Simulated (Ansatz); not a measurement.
Computed with Ansatz on PBE0-D4/def2-TZVP structures; ΔE is electronic, products minus reactants. CCSD(T)/CBS is the MP2 limit (def2-TZVPP, def2-QZVPP) plus CCSD(T) − MP2 in def2-TZVPP, frozen cores. This one scheme is used for every species. Functionals use def2-TZVPP. B3LYP here is the variant with VWN-RPA as its local correlation; programs differ in this. For Ge outer-core shells are correlated without core-valence functions, which leaves a few kJ/mol of doubt a bond. Scalar relativity is left out up to krypton. One conformer a species, not always the lowest.

Consider the cleavage of the Ge–B bond: `C[B](F)[GeH3]` + `OB(O)O` → `OB(O)[O][GeH3]` + `CBF`.

(1) Is it downhill or uphill in electronic energy at CCSD(T)/CBS, and by how much? (Best estimate.)

(2) What do these levels give: r2SCAN-D4, PBE0-D4, B3LYP-D4, ωB97M-V, B2PLYP, PBE, r2SCAN, MP2/def2-TZVPP, HF/def2-QZVPP, MP2/def2-QZVPP, SCS-MP2/def2-QZVPP, HF/CBS(def2)? (Estimate.)

Largest T1 diagnostic among the species: 0.013.

## Answers

(1) Ansatz gave: Downhill: ΔE = -40.5 kJ/mol.

(2) The calculation gave: r2SCAN-D4 -37.3, PBE0-D4 -30.8, B3LYP-D4 -42.7, ωB97M-V -42.4, B2PLYP -46.9, PBE -25.4, r2SCAN -37.2, MP2/def2-TZVPP -49.4, HF/def2-QZVPP -67.7, MP2/def2-QZVPP -47.5, SCS-MP2/def2-QZVPP -53.5, HF/CBS(def2) -68.0 kJ/mol.

In def2-TZVPP, CCSD(T) changes the Hartree–Fock value by +20.8 kJ/mol (the triples alone add +1.4 kJ/mol) and MP2 by +16.4 kJ/mol. From PBE to PBE0 (25 % exact exchange), in def2-TZVPP and without D4, ΔE moves by −5.0 kJ/mol.
